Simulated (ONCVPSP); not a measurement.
## PBE ONCV dataset for magnesium, scalar-relativistic all-electron reference.

ONCVPSP 4.0.1 input, shortened (lines: element, Z, core and valence counts, functional; n l f; lmax; l rc ep ncon nbas qcut; lloc lpopt rc5 dvloc0; l nproj debl; icmod fcfact rcfact), PBE, scalar-relativistic:

```
  Mg 12.00    1    3        4      upf
    1    0    2.00
    2    0    2.00
    2    1    6.00
    3    0    2.00
    2
    0    1.35    0.00    5    9    8.50
    1    0.65    0.00    3    7   16.90
    2    1.25    0.19    3    7    7.10
    4    5    0.65    1.00
    0    2    3.60
    1    2    3.20
    2    2    3.20
    3    5.25    1.70
```

Task: Does the generator finish with these settings?

Result: Yes, a potential is produced and its reference levels are reproduced.

Task: Estimate the cutoffs (Ha) at which the residual kinetic energy of the hardest occupied pseudo-wave falls to 1 and 0.1 mHa per electron.

Result: 120 Ha and 143 Ha.

Task: Does the potential have ghost states?

Result: No bound ghost flagged; no localised positive-energy state flagged.

Task: Which valence shell sets the plane-wave cutoff?

Result: 2p: 120 Ha for 1 mHa per electron, against 22 Ha for 2s.

Task: Tests: 2s2 2p6 3s1; 2s2 2p6 3s0; 2s2 2p6 3s1.5; 2s2 2p6 3s0 3p2. Which has the largest error in its energy relative to the reference configuration, and how large is it?

Result: 2s2 2p6 3s0, with -1.1 meV (all-electron minus pseudo) on +22.99 eV.
